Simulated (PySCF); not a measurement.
A structure optimised at PBE-D3(BJ)/def2-SVP, used in a PySCF frequency run:

```xyz
6

F      0.0000     1.3394     2.0215
C      0.0000     0.6777     0.8638
Br     0.0000     1.7581    -0.6679
C      0.0000    -0.6777     0.8638
F      0.0000    -1.3394     2.0215
Br     0.0000    -1.7581    -0.6679
```
Charge 0, spin multiplicity 1.

Question: Write its SMILES, formula and point group.

Answer: F/C(Br)=C(\F)Br, C₂Br₂F₂, C2v

Question: What are its rotational constants (standard atomic weights)?

Answer: 2.0704, 0.88174, 0.61838 GHz
